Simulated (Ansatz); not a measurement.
# SbHF (SMILES [F][SbH]): the energy, rung by rung

SbHF: 3 atoms, total charge 0, spin state doublet. SMILES: `[F][SbH]`. Geometry: relaxed at PBE0-D4/def2-TZVP.

```xyz
3

F    -0.8262    1.1003   -0.3412
Sb   -0.3238   -0.7513   -0.2559
H     1.1390   -0.4137    0.5838
```

Each level gives the energy change with the Sb2–H3 bond stretched from 1.720 to 2.150 Å (eV). The values are calculated.

| level | kind | program | value (eV) | less FCI/STO-3G |
| --- | --- | --- | --- | --- |
| USVWN5/STO-3G | LDA | Ansatz | 1.07 | +0.01 |
| UPBE/STO-3G | GGA | Ansatz | 1.00 | -0.06 |
| U-r2SCAN0/STO-3G | hybrid meta-GGA | Ansatz | 1.27 | +0.21 |
| UB3LYP/STO-3G | global hybrid | Ansatz | 1.15 | +0.09 |
| UBHLYP/STO-3G | global hybrid | Ansatz | 1.36 | +0.30 |
| UHSE06/STO-3G | range-separated hybrid | Ansatz | 1.19 | +0.13 |
| UB2PLYP/STO-3G | double hybrid | Ansatz | 1.24 | +0.18 |
| UCCSD/STO-3G | coupled cluster or CI | Ansatz | 1.09 | +0.03 |
| FCI/STO-3G | exact in the basis | Ansatz | 1.06 | 0.00 |

FCI/STO-3G is exact within its basis and frozen core, so for wave-function methods in that basis the difference is their error; functionals converge differently with the basis, so for them it is only a difference. All-electron rows without a relativistic Hamiltonian named are non-relativistic. The first shape isn't each level's own minimum. The values span 1.00 to 1.36 eV. Spin contamination of the reference (⟨S²⟩ at least 0.1 too high) touches UCCSD/STO-3G. All rows use very small basis sets, so none should be taken for the real molecule's value. In the correlated wave-function rows the outer d shell of Sb is correlated, in sets not made for it.
